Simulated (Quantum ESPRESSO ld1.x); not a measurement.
Results of a calculation; reference values are marked as such.
Problem. The aim is neutral lanthanum in [Xe] 5d1 6s2. This ld1.x (Quantum ESPRESSO 7.5) run was made with `OMP_NUM_THREADS=1 ld1.x < ld1.in > ld1.out`. Can the result be used? Name any fault.

```
 &input
    zed=57.0,
    iswitch=1,
    rel=2,
    lsd=1,
    dft='PZ',
    config='[Xe] 5d1 6s2',
    verbosity='high',
    prefix='ld1',
    max_out_wfc=37,
    file_charge='ld1.rho',
 /
```

Output (excerpt):

```
     Program LD1 v.7.5 starts

 %%%%%%%%%%%%%%%%%%%%%%%%%%%%%%%%%%%%%%%%%%%%%%%%%%%%%%%%%%%%%%%%%%%%%%%%%%%%%%
     Error in routine ld1_readin (1):
     local spin density and spin-orbit not allowed
 %%%%%%%%%%%%%%%%%%%%%%%%%%%%%%%%%%%%%%%%%%%%%%%%%%%%%%%%%%%%%%%%%%%%%%%%%%%%%%

     stopping ...
```

Solution. No (refused). The line at issue: rel=2. The program stops in ld1_readin with "local spin density and spin-orbit not allowed": spin polarisation goes with rel = 0 or 1 alone. The sound input gives -8486.878 hartree.
